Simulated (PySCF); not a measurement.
**Co²⁺ (cobalt, charge +2) across methods**

[Ar] 3d7, high-spin 4F determinant. Calculation: PySCF 2.14, in def2-TZVPPD; the non-relativistic Hamiltonian (point nucleus).

```csv
method,E (hartree),mean ε 3p β (eV),mean ε 3d α (eV),mean ε 3d β (eV),Σ⟨r²⟩ (bohr²),⟨S²⟩
wB97M-V,-1381.739,-88.353,-33.535,-31.079,15.98,3.752
UHF,-1380.58182,-95.974,-38.325,-34.648,15.59,3.754
revPBE,-1381.688,-81.829,-28.350,-25.980,16.09,3.751
M06-2X,-1381.772,-89.668,-34.037,-30.773,15.86,3.756
PBE0,-1381.579,-85.750,-31.095,-28.429,15.92,3.752
PBE,-1381.534,-81.912,-28.449,-26.064,16.11,3.751
r2SCAN,-1381.777,-82.949,-28.770,-26.268,15.93,3.752
LDA,-1379.179,-82.081,-28.753,-26.099,16.13,3.751
MN15,-1381.940,-86.386,-32.021,-28.881,16.01,3.753
```
